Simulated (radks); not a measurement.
Values are calculated unless marked as measured or tabulated.
Q: These are the eigenvalues of the occupied orbitals of an atom or ion with whole-number occupations (hartree). Level of theory: Dirac Kohn-Sham, PBEsol, spin-unpolarised, spherical densities, finite nucleus; Fermi nuclear charge, rms radius of each element as measured or else 0.836 A^(1/3) + 0.57 fm (a radial shooting solver on a logarithmic mesh with Libxc functionals).

| orbital | eigenvalue |
|---|---|
| 1s1/2 | -654.6332 |
| 2s1/2 | -90.98316 |
| 2p1/2 | -83.32950 |
| 2p3/2 | -80.17794 |
| 3s1/2 | -15.17066 |
| 3p1/2 | -12.32275 |
| 3p3/2 | -11.82048 |
| 3d3/2 | -6.79616 |
| 3d5/2 | -6.70432 |
| 4s1/2 | -2.29421 |
| 4p1/2 | -1.51555 |
| 4p3/2 | -1.44670 |
| 5s1/2 | -0.26319 |
| 5p1/2 | -0.12155 |

Which element is it, and in what charge state? The configuration may be excited. Open shells, if any, fill j = l - 1/2 first.

A: Z = 40, zirconium, charge 0: Zr in [Kr] 5s2 5p2. The list shows which subshells hold electrons but not how many an open one holds; the 1s level, -654.63 hartree, gives Z - s = 36.2 by -(Z - s)^2/2, which with screening and relativity narrows Z to a few neighbours, and the depths of the outer levels then fix element, charge and occupations together.
